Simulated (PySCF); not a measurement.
PySCF job for C2H8FNSi2, SMILES F[Si@@H]1CNC[SiH2]1, TDDFT-CAM-B3LYP/def2-SVPD. Geometry: r2SCAN-D4/def2-SVP. The structure was generated by enumeration; whether it is a known compound was not checked. Other conformers were not sampled.

```python
import numpy as np
from pyscf import gto, scf, dft, tdscf

mol = gto.M(
    atom='''
    F    -1.20208403    2.00452392    0.65365007
    Si   -0.52826837    0.95462250   -0.40916318
    C    -1.34923725   -0.77912457   -0.32098135
    N    -0.33562552   -1.83314023   -0.43470511
    C     0.79071646   -1.64765194    0.48627190
    Si    1.56127592    0.10934484    0.22305224
    H    -0.65028646    1.57599585   -1.76205431
    H    -2.12586517   -0.93507606   -1.08741878
    H    -1.86004551   -0.87542271    0.65680888
    H     0.00406840   -1.89274927   -1.39567322
    H     0.41876268   -1.74487253    1.52268002
    H     1.51897608   -2.46170611    0.34160905
    H     2.53689657    0.04585229   -0.91081515
    H     2.21464753    0.74436145    1.40875834
    ''',
    basis='def2-SVPD',
    charge=0,
    spin=0,
    max_memory=1600,
    verbose=4,
)
mf = dft.RKS(mol, xc='cam-b3lyp').density_fit(auxbasis='def2-universal-jkfit')
mf.grids.level = 3
mf.conv_tol = 1e-9
mf.max_cycle = 100
mf.kernel()
mf.grids = dft.Grids(mol).set(level=1).build(with_non0tab=True)  # coarser grid for the response kernel
td = tdscf.TDDFT(mf)
td.singlet = True
td.nstates = 10
td.conv_tol = 1e-4
td.positive_eig_threshold = 1e-6
td.kernel(x0=td.get_init_guess(mf, 15))
td.analyze()
tt = tdscf.TDA(mf)
tt.singlet = False
tt.nstates = 4
tt.conv_tol = 1e-4
tt.positive_eig_threshold = 1e-6
tt.kernel(x0=tt.get_init_guess(mf, 9))
tt.analyze(verbose=3)
```

Output:

```
PySCF version 2.14.0

[INPUT] verbose = 4
[INPUT] num. atoms = 14
[INPUT] num. electrons = 64
[INPUT] charge = 0
[INPUT] spin (= nelec alpha-beta = 2S) = 0
[INPUT] symmetry False subgroup None
[INPUT] Mole.unit = angstrom
[INPUT] Symbol           X                Y                Z      unit          X                Y                Z       unit  Magmom
[INPUT]  1 F     -1.202084030000   2.004523920000   0.653650070000 AA   -2.271609595413   3.788001218940   1.235219613603 Bohr   0.0
[INPUT]  2 Si    -0.528268370000   0.954622500000  -0.409163180000 AA   -0.998282539570   1.803975077348  -0.773206350456 Bohr   0.0
[INPUT]  3 C     -1.349237250000  -0.779124570000  -0.320981350000 AA   -2.549688879561  -1.472332054220  -0.606566842593 Bohr   0.0
[INPUT]  4 N     -0.335625520000  -1.833140230000  -0.434705110000 AA   -0.634240313215  -3.464132982622  -0.821473602849 Bohr   0.0
[INPUT]  5 C      0.790716460000  -1.647651940000   0.486271900000 AA    1.494237551586  -3.113610915208   0.918920713072 Bohr   0.0
[INPUT]  6 Si     1.561275920000   0.109344840000   0.223052240000 AA    2.950383893678   0.206631800734   0.421507645071 Bohr   0.0
[INPUT]  7 H     -0.650286460000   1.575995850000  -1.762054310000 AA   -1.228863311913   2.978200529951  -3.329800062509 Bohr   0.0
[INPUT]  8 H     -2.125865170000  -0.935076060000  -1.087418780000 AA   -4.017302949052  -1.767037659037  -2.054923676909 Bohr   0.0
[INPUT]  9 H     -1.860045510000  -0.875422710000   0.656808880000 AA   -3.514976593127  -1.654309165125   1.241188899382 Bohr   0.0
[INPUT] 10 H      0.004068400000  -1.892749270000  -1.395673220000 AA    0.007688161765  -3.576777742770  -2.637440145190 Bohr   0.0
[INPUT] 11 H      0.418762680000  -1.744872530000   1.522680020000 AA    0.791346776389  -3.297331203977   2.877448213147 Bohr   0.0
[INPUT] 12 H      1.518976080000  -2.461706110000   0.341609050000 AA    2.870448780965  -4.651950347068   0.645547546173 Bohr   0.0
[INPUT] 13 H      2.536896570000   0.045852290000  -0.910815150000 AA    4.794039723648   0.086648270284  -1.721191183605 Bohr   0.0
[INPUT] 14 H      2.214647530000   0.744361450000   1.408758340000 AA    4.185077294144   1.406639278184   2.662167438297 Bohr   0.0

nuclear repulsion = 378.628198479192
number of shells = 85
number of NR pGTOs = 287
number of NR cGTOs = 195
basis = def2-SVPD
ecp = {}


[settings echo left out]
init E= -814.577335308003
  HOMO = -0.237184070302392  LUMO = -0.0376045162308891  gap/eV = 5.43084
cycle= 1 E= -814.155384422552  delta_E= 0.422  |g|= 0.554  |ddm|= 4.74
  HOMO = -0.249732481865713  LUMO = 0.00469480603539374  gap/eV = 6.92332
cycle= 2 E= -814.130304546751  delta_E= 0.0251  |g|= 0.735  |ddm|= 1.88
  HOMO = -0.275833028511985  LUMO = 0.012169823693041  gap/eV = 7.83696
cycle= 3 E= -814.219158473242  delta_E= -0.0889  |g|= 0.0498  |ddm|= 0.73
  HOMO = -0.279353166137403  LUMO = 0.0167220121946419  gap/eV = 8.05662
cycle= 4 E= -814.219621399822  delta_E= -0.000463  |g|= 0.0243  |ddm|= 0.109
  HOMO = -0.27618997563179  LUMO = 0.0158759158848385  gap/eV = 7.94752
cycle= 5 E= -814.219765043886  delta_E= -0.000144  |g|= 0.00804  |ddm|= 0.0878
  HOMO = -0.277649005043814  LUMO = 0.0154648615570427  gap/eV = 7.97603
cycle= 6 E= -814.219780710549  delta_E= -1.57e-05  |g|= 0.00214  |ddm|= 0.0136
  HOMO = -0.277407596123868  LUMO = 0.0156360931643942  gap/eV = 7.97412
cycle= 7 E= -814.219781903822  delta_E= -1.19e-06  |g|= 0.00052  |ddm|= 0.00829
  HOMO = -0.27740693004264  LUMO = 0.0156648638645236  gap/eV = 7.97489
cycle= 8 E= -814.219781992872  delta_E= -8.9e-08  |g|= 0.000193  |ddm|= 0.00171
  HOMO = -0.277422553518039  LUMO = 0.0156430516805734  gap/eV = 7.97472
cycle= 9 E= -814.219782007777  delta_E= -1.49e-08  |g|= 2.89e-05  |ddm|= 0.00121
  HOMO = -0.277419959571402  LUMO = 0.0156460207182652  gap/eV = 7.97473
cycle= 10 E= -814.219782008385  delta_E= -6.09e-10  |g|= 7.88e-06  |ddm|= 0.000224
  HOMO = -0.277420186243525  LUMO = 0.0156458556887906  gap/eV = 7.97473
Extra cycle  E= -814.219782008406  delta_E= -2.09e-11  |g|= 6.17e-06  |ddm|= 3.81e-05
converged SCF energy = -814.219782008406
tot grids = 53384
Overwritten attributes  positive_eig_threshold  of <class 'pyscf.tdscf.rks.TDDFT'>


******** <class 'pyscf.tdscf.rks.TDDFT'> for <class 'pyscf.df.df_jk.DFRKS'> ********
nstates = 10 singlet
deg_eia_thresh = 1.000e-03
wfnsym = None
conv_tol = 0.0001
eigh lindep = 1e-12
eigh level_shift = 0
eigh max_cycle = 100


Excitation energies (eV)
[4.69710612 5.38185338 6.17577123 6.3819791  6.52202328 6.66899512
 6.90252452 7.065335   7.23708063 7.32928009]

** Singlet excitation energies and oscillator strengths **
Excited State   1:      4.69711 eV    263.96 nm  f=0.0007
      32 -> 33       -0.68961
Excited State   2:      5.38185 eV    230.37 nm  f=0.0156
      32 -> 34       -0.67533
Excited State   3:      6.17577 eV    200.76 nm  f=0.0469
      32 -> 34       -0.11073
      32 -> 35        0.62643
      32 -> 36        0.23720
Excited State   4:      6.38198 eV    194.27 nm  f=0.0278
      31 -> 33       -0.67689
Excited State   5:      6.52202 eV    190.10 nm  f=0.1172
      32 -> 35       -0.26836
      32 -> 36        0.55158
      32 -> 37       -0.16463
      32 -> 38       -0.14398
      32 -> 40       -0.16601
      32 -> 41        0.13859
Excited State   6:      6.66900 eV    185.91 nm  f=0.0055
      31 -> 34       -0.10915
      32 -> 36       -0.16708
      32 -> 37       -0.63588
Excited State   7:      6.90252 eV    179.62 nm  f=0.0229
      31 -> 34       -0.15158
      32 -> 36        0.18549
      32 -> 37       -0.11643
      32 -> 38        0.62000
Excited State   8:      7.06534 eV    175.48 nm  f=0.0221
      30 -> 33        0.11784
      31 -> 34       -0.42749
      32 -> 36        0.11736
      32 -> 37        0.10274
      32 -> 38       -0.17532
      32 -> 39       -0.31384
      32 -> 40        0.33703
Excited State   9:      7.23708 eV    171.32 nm  f=0.0180
      30 -> 33        0.20247
      31 -> 34        0.43572
      31 -> 36       -0.11894
      32 -> 39       -0.24246
      32 -> 40        0.26734
      32 -> 41       -0.12330
      32 -> 42        0.23665
Excited State  10:      7.32928 eV    169.16 nm  f=0.0152
      30 -> 33       -0.18297
      31 -> 35        0.12379
      32 -> 39       -0.51485
      32 -> 40       -0.23269
      32 -> 41        0.20979
      32 -> 42       -0.15501
      32 -> 43       -0.10610

** Transition electric dipole moments (AU) **
state          X           Y           Z        Dip. S.      Osc.
  1         0.0632     -0.0115      0.0403      0.0058      0.0007
  2        -0.1638     -0.2944      0.0672      0.1180      0.0156
  3        -0.5358     -0.1520      0.0045      0.3102      0.0469
  4        -0.1931     -0.2934     -0.2330      0.1776      0.0278
  5        -0.2716     -0.7688      0.2625      0.7337      0.1172
  6         0.0121      0.1334      0.1244      0.0334      0.0055
  7        -0.2417     -0.0606     -0.2703      0.1352      0.0229
  8         0.3437      0.0322     -0.0907      0.1274      0.0221
  9        -0.0282     -0.2741      0.1602      0.1016      0.0180
 10         0.2112      0.1970      0.0387      0.0849      0.0152

** Transition velocity dipole moments (imaginary part, AU) **
state          X           Y           Z        Dip. S.      Osc.
  1         0.0128     -0.0027      0.0067      0.0002      0.0008
  2        -0.0320     -0.0586      0.0117      0.0046      0.0155
  3        -0.1276     -0.0366      0.0028      0.0176      0.0518
  4        -0.0495     -0.0720     -0.0609      0.0113      0.0322
  5        -0.0670     -0.1936      0.0688      0.0467      0.1299
  6         0.0028      0.0317      0.0301      0.0019      0.0052
  7        -0.0631     -0.0155     -0.0725      0.0095      0.0249
  8         0.0948      0.0099     -0.0254      0.0097      0.0250
  9        -0.0064     -0.0769      0.0461      0.0081      0.0203
 10         0.0587      0.0504      0.0103      0.0061      0.0151

** Transition magnetic dipole moments (imaginary part, AU) **
state          X           Y           Z
  1         0.3083      0.1088     -0.2003
  2        -0.3538      0.2824     -0.1724
  3        -0.0802      0.0409      0.2632
  4         0.0575     -0.5787      0.1681
  5        -0.1486      0.0396      0.5108
  6         0.1673      0.0304     -0.7104
  7         0.0483     -0.3161      0.2933
  8        -0.1142      0.1389      0.6675
  9        -0.4574      0.2978      0.0371
 10        -0.1274     -0.1068      1.1052
Overwritten attributes  positive_eig_threshold  of <class 'pyscf.tdscf.rks.TDA'>


******** <class 'pyscf.tdscf.rks.TDA'> for <class 'pyscf.df.df_jk.DFRKS'> ********
nstates = 4 triplet
deg_eia_thresh = 1.000e-03
wfnsym = None
conv_tol = 0.0001
eigh lindep = 1e-12
eigh level_shift = 0
eigh max_cycle = 100


Excitation energies (eV)
[4.39737517 5.06194476 5.6236494  5.78565976]

** Triplet excitation energies and oscillator strengths **
Excited State   1:      4.39738 eV    281.95 nm  f=0.0000
Excited State   2:      5.06194 eV    244.93 nm  f=0.0000
Excited State   3:      5.62365 eV    220.47 nm  f=0.0000
Excited State   4:      5.78566 eV    214.30 nm  f=0.0000
```

The run converged.
